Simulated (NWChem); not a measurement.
## Correlation energy of C₂HCl₂

```xyz
5

Cl    -2.1708    -0.0609     0.0000
C     -0.5402     0.2739     0.0000
C      0.5526    -0.4664     0.0000
Cl     2.1351     0.2207     0.0000
H      0.5320    -1.5626     0.0000
```
Charge 0, spin multiplicity 2.

All runs are NWChem calculations. The geometry was optimised at UPBE0/def2-SVP, a minimum by its harmonic frequencies.

Basis set: def2-SVP. Each correlation energy counts from its own Hartree-Fock reference.

The correlated methods keep 12 core orbitals frozen. The structure started from a generated list of species. The unpaired electrons of the parent sit in orbitals of symmetry a' (Cs labels of the run); other states weren't searched. The stability of the SCF solutions was not checked. Open-shell Hartree-Fock references start from PBE0 orbitals. Coupled-cluster values serve here as a point of comparison, not as the truth.

```csv
method,correlation energy (mHa),remark
UMP2,(withheld),spin-contaminated
SCS-UMP2,-469.0,spin-contaminated
CCSD on UHF,(withheld),spin-contaminated
CCSD[T] on UHF,-554.5,spin-contaminated
CCSD(T) on UHF,(withheld),spin-contaminated
CCSD on ROHF,-546.2,-
CCSD[T] on ROHF,-565.4,-
CCSD(T) on ROHF,-564.4,-
```

What belongs in the gaps?


- UMP2, correlation energy (mHa): -485.5
- CCSD on UHF, correlation energy (mHa): -535.8
- CCSD(T) on UHF, correlation energy (mHa): -553.3
